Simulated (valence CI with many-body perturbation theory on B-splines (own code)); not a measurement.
# Forbidden lines of Sm20+

Level of theory: relativistic CI+MBPT: six valence electrons over a frozen Dirac-Fock core [Kr], a basis of 7 s, 7 p, 8 d, 6 f, 4 g, 1 h functions for each j, with the one-electron correlation potential Σ1 (screened to all orders), the two-electron term Σ2, the three-electron term Σ3, Breit, model QED; selected single and double excitations, second order for the rest, scaled by the run's own slope (own B-spline code, finite nucleus).

No measured levels were compared; by estimate terms of the open shell hold to 2 to 4 % of their energy, and close levels can change places. Core correlation moves these levels by up to 9800 cm⁻¹, and in measured spectra 5 to 20 % of such shifts remained as error; rates that hang on mixing are uncertain with them. Among the levels kept, up to 1000 cm⁻¹ of a level comes from second order outside the variational space, and about a tenth of that is noise between levels of different J, which matters for small intervals. Only levels of the ground parity were solved; by the run's estimate the other parity begins above the list, which can be wrong where configurations are misplaced.

Lines 51 to 100 of 119 in falling wavelength, among levels below 34.055 eV, chosen from the decays that carry over 1 % of a level's rate. Wavelengths and rates use the calculated energies, so an error of 2000 cm⁻¹ moves a line at 1887 Å by 3.8 % and its rate by three times that or more. Electric multipoles are in the length gauge, E1 and E2 with the static RPA response of the core. S is in atomic units (e²a₀⁴ for E2 and M2, e²a₀⁶ for E3), for M1 in squared Bohr magnetons. Weak lines are less certain than strong ones. Lines between different terms over intervals too small for the method are left out, as are lines whose strength nearly cancels. Where a level lies close to another of its J and parity, the split of strength between their lines is uncertain. The highest levels of a list are the least certain.

Levels are named by their leading jj configuration (3d3/2^4 stands for four electrons in 3d with j = 3/2), which in mixed levels can hold well under half, so a name can repeat and another be missing. Letters in brackets count levels of one name in rising energy.

| λ vac (Å) | Upper | Lower | Type | A (s⁻¹) | S (a.u.) |
| --- | --- | --- | --- | --- | --- |
| 1887 | (4d3/2 4d5/2^5) J=1 | (4d3/2^3 4d5/2^3) J=2 [b] | M1 | 9.62e+02 | 7.18e-01 |
| 1841 | (4d3/2 4d5/2^5) J=1 | (4d3/2^2 4d5/2^4) J=0 [a] | M1 | 1.85e+03 | 1.29e+00 |
| 1832 | (4d3/2^2 4d5/2^4) J=4 [a] | (4d3/2^3 4d5/2^3) J=4 [a] | M1 | 2.03e+03 | 4.16e+00 |
| 1830 | (4d3/2^2 4d5/2^4) J=4 [c] | (4d3/2^3 4d5/2^3) J=3 [c] | M1 | 6.87e+02 | 1.40e+00 |
| 1825 | (4d3/2^2 4d5/2^4) J=2 [b] | (4d3/2^2 4d5/2^4) J=2 [a] | M1 | 7.19e+02 | 8.10e-01 |
| 1806 | (4d3/2^2 4d5/2^4) J=0 [a] | (4d3/2^3 4d5/2^3) J=1 [a] | M1 | 5.82e+03 | 1.27e+00 |
| 1796 | (4d3/2^3 4d5/2^3) J=2 [a] | (4d3/2^4 4d5/2^2) J=2 | M1 | 1.15e+03 | 1.23e+00 |
| 1790 | (4d3/2^2 4d5/2^4) J=6 | (4d3/2^3 4d5/2^3) J=6 | M1 | 9.91e+02 | 2.74e+00 |
| 1764 | (4d3/2^3 4d5/2^3) J=2 [b] | (4d3/2^3 4d5/2^3) J=1 [a] | M1 | 1.51e+02 | 1.53e-01 |
| 1758 | (4d3/2^2 4d5/2^4) J=6 | (4d3/2^3 4d5/2^3) J=5 | M1 | 4.38e+02 | 1.15e+00 |
| 1745 | (4d3/2^3 4d5/2^3) J=1 [b] | (4d3/2^4 4d5/2^2) J=0 | M1 | 7.26e+02 | 4.29e-01 |
| 1728 | (4d3/2^3 4d5/2^3) J=3 [b] | (4d3/2^4 4d5/2^2) J=2 | M1 | 1.46e+02 | 1.96e-01 |
| 1722 | (4d3/2 4d5/2^5) J=2 | (4d3/2^2 4d5/2^4) J=1 | M1 | 1.26e+03 | 1.19e+00 |
| 1710 | (4d3/2^3 4d5/2^3) J=3 [c] | (4d3/2^3 4d5/2^3) J=4 [a] | M1 | 2.80e+02 | 3.64e-01 |
| 1708 | (4d3/2^2 4d5/2^4) J=4 [c] | (4d3/2^2 4d5/2^4) J=4 [a] | M1 | 2.50e+02 | 4.16e-01 |
| 1705 | (4d3/2^3 4d5/2^3) J=0 | (4d3/2^3 4d5/2^3) J=1 [a] | M1 | 8.86e-01 | 1.63e-04 |
| 1695 | (4d3/2^2 4d5/2^4) J=1 | (4d3/2^3 4d5/2^3) J=2 [a] | M1 | 8.58e+01 | 4.65e-02 |
| 1686 | (4d3/2^2 4d5/2^4) J=2 [c] | (4d3/2^3 4d5/2^3) J=2 [b] | M1 | 9.15e+02 | 8.13e-01 |
| 1641 | (4d3/2^2 4d5/2^4) J=5 | (4d3/2^3 4d5/2^3) J=4 [a] | M1 | 5.35e+01 | 9.65e-02 |
| 1640 | (4d3/2^3 4d5/2^3) J=5 | (4d3/2^4 4d5/2^2) J=4 | M1 | 2.72e+02 | 4.90e-01 |
| 1616 | (4d3/2^2 4d5/2^4) J=4 [b] | (4d3/2^3 4d5/2^3) J=3 [b] | M1 | 4.67e+02 | 6.57e-01 |
| 1614 | (4d3/2^2 4d5/2^4) J=2 [b] | (4d3/2^3 4d5/2^3) J=3 [b] | M1 | 6.63e+02 | 5.17e-01 |
| 1614 | (4d3/2^3 4d5/2^3) J=6 | (4d3/2^4 4d5/2^2) J=4 | E2 | 5.60e-03 | 7.11e-04 |
| 1572 | (4d3/2^2 4d5/2^4) J=2 [c] | (4d3/2^3 4d5/2^3) J=1 [b] | M1 | 7.34e+02 | 5.29e-01 |
| 1560 | (4d3/2^2 4d5/2^4) J=2 [b] | (4d3/2^3 4d5/2^3) J=2 [a] | M1 | 6.71e+02 | 4.72e-01 |
| 1528 | (4d3/2^2 4d5/2^4) J=4 [c] | (4d3/2^3 4d5/2^3) J=4 [b] | M1 | 1.18e+03 | 1.40e+00 |
| 1522 | (4d3/2^3 4d5/2^3) J=3 [d] | (4d3/2^3 4d5/2^3) J=4 [a] | M1 | 6.58e+02 | 6.03e-01 |
| 1517 | (4d3/2 4d5/2^5) J=4 | (4d3/2^2 4d5/2^4) J=3 | M1 | 1.21e+03 | 1.41e+00 |
| 1515 | (4d3/2^3 4d5/2^3) J=2 [b] | (4d3/2^3 4d5/2^3) J=3 [a] | M1 | 5.04e+02 | 3.24e-01 |
| 1445 | (4d3/2^2 4d5/2^4) J=4 [a] | (4d3/2^3 4d5/2^3) J=3 [a] | M1 | 1.29e+02 | 1.29e-01 |
| 1414 | (4d3/2 4d5/2^5) J=1 | (4d3/2^2 4d5/2^4) J=2 [a] | M1 | 5.91e+03 | 1.86e+00 |
| 1413 | (4d3/2^2 4d5/2^4) J=3 | (4d3/2^3 4d5/2^3) J=4 [a] | M1 | 6.06e+02 | 4.44e-01 |
| 1368 | (4d3/2^3 4d5/2^3) J=3 [c] | (4d3/2^3 4d5/2^3) J=3 [a] | M1 | 4.63e+02 | 3.08e-01 |
| 1364 | (4d3/2^3 4d5/2^3) J=3 [b] | (4d3/2^4 4d5/2^2) J=4 | M1 | 9.44e+02 | 6.21e-01 |
| 1346 | (4d3/2^2 4d5/2^4) J=4 [b] | (4d3/2^3 4d5/2^3) J=5 | M1 | 1.41e+03 | 1.15e+00 |
| 1321 | (4d3/2 4d5/2^5) J=2 | (4d3/2^3 4d5/2^3) J=3 [d] | M1 | 1.17e+03 | 5.01e-01 |
| 1319 | (4d3/2 4d5/2^5) J=4 | (4d3/2^2 4d5/2^4) J=5 | M1 | 1.98e+03 | 1.52e+00 |
| 1298 | (4d3/2^2 4d5/2^4) J=2 [c] | (4d3/2^2 4d5/2^4) J=2 [a] | M1 | 3.83e+02 | 1.55e-01 |
| 1278 | (4d3/2 4d5/2^5) J=4 | (4d3/2^3 4d5/2^3) J=3 [c] | M1 | 3.16e+02 | 2.20e-01 |
| 1275 | (4d3/2^3 4d5/2^3) J=1 [b] | (4d3/2^4 4d5/2^2) J=2 | M1 | 1.90e+02 | 4.37e-02 |
| 1249 | (4d3/2 4d5/2^5) J=1 | (4d3/2^3 4d5/2^3) J=2 [a] | M1 | 1.75e+03 | 3.80e-01 |
| 1245 | (4d3/2^3 4d5/2^3) J=3 [d] | (4d3/2^3 4d5/2^3) J=3 [a] | M1 | 1.19e+03 | 5.97e-01 |
| 1218 | (4d3/2 4d5/2^5) J=4 | (4d3/2^2 4d5/2^4) J=4 [a] | M1 | 2.99e+03 | 1.80e+00 |
| 1208 | (4d3/2^3 4d5/2^3) J=2 [b] | (4d3/2^4 4d5/2^2) J=2 | M1 | 5.48e+02 | 1.79e-01 |
| 1206 | (4d3/2 4d5/2^5) J=2 | (4d3/2^3 4d5/2^3) J=3 [c] | M1 | 1.12e+03 | 3.65e-01 |
| 1188 | (4d3/2^2 4d5/2^4) J=2 [c] | (4d3/2^3 4d5/2^3) J=3 [b] | M1 | 3.65e+02 | 1.13e-01 |
| 1181 | (4d3/2^3 4d5/2^3) J=0 | (4d3/2^4 4d5/2^2) J=2 | E2 | 1.90e+01 | 3.90e-02 |
| 1158 | (4d3/2^2 4d5/2^4) J=2 [c] | (4d3/2^3 4d5/2^3) J=2 [a] | M1 | 4.40e+02 | 1.27e-01 |
| 1128 | (4d3/2^2 4d5/2^4) J=1 | (4d3/2^3 4d5/2^3) J=1 [a] | M1 | 9.20e+02 | 1.47e-01 |
| 1123 | (4d3/2 4d5/2^5) J=4 | (4d3/2^3 4d5/2^3) J=4 [b] | M1 | 2.30e+02 | 1.09e-01 |
